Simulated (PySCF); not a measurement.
C₂H₆AuS (SMILES C[S](C)->[Au+]), charge +1, singlet, geometry from GFN2-xTB (such geometries of metal compounds can be far from the true shape) (the multiplicity is a formal guess) (core potentials on Au). Base run: PBE0/def2-SV(P) in PySCF.

Input for PySCF:
```python
from pyscf import gto, scf, dft

mol = gto.Mole()
mol.atom = '''
    Au    0.153382   -0.610630   -0.496982
    C    -1.309893    2.220972    0.355712
    S    -0.576130    0.798813    1.219814
    C     0.944996    1.577753    1.841940
    H    -0.606457    2.668655   -0.337522
    H    -1.600904    2.941393    1.117057
    H    -2.196217    1.878089   -0.168797
    H     1.491667    2.070154    1.045380
    H     1.555209    0.807976    2.303819
    H     0.646994    2.300168    2.598677
'''
mol.basis = 'def2-sv(p)'
mol.ecp = {'Au': 'def2-sv(p)'}
mol.charge = 1
mol.spin = 0
mol.verbose = 4
mol.build()

mf = dft.RKS(mol)
mf.xc = 'pbe0'
mf.kernel()
mf.analyze()
```

Variants of this job, named by their change:

| change | ΔE vs base (µEh) | grid points | electrons on the grid | outcome |
|---|---|---|---|---|
| base | 0.0 | 130272 | 52.00006 | converged |
| grids.prune = dft.gen_grid.treutler_prune | -0.8 | 115632 | 52.00006 | converged |
| grids.level = 7 | 9.1 | 658704 | 52.00000 | converged |
| grids.atom_grid = (75, 302) | 3.9 | 144784 | 52.00006 | converged |
| small_rho_cutoff = 0 | 0.0 | 130272 | 52.00006 | converged |
| grids.radi_method = delley | 0.4 | 136600 | 52.00006 | converged |
| grids.atom_grid = (50, 194) | 12.9 | 65800 | 52.00025 | converged |
| grids.radi_method = mura_knowles | 0.1 | 121816 | 52.00006 | converged |
| grids.prune = dft.gen_grid.sg1_prune | - | - | - | input refused |
| grids.atom_grid = (30, 110) | 1715 | 24592 | 52.00008 | converged |
| grids.level = 2 | 3.7 | 81984 | 52.00006 | converged |

- grids.prune = dft.gen_grid.sg1_prune: ended with `IndexError: index 79 is out of bounds for axis 0 with size 19`
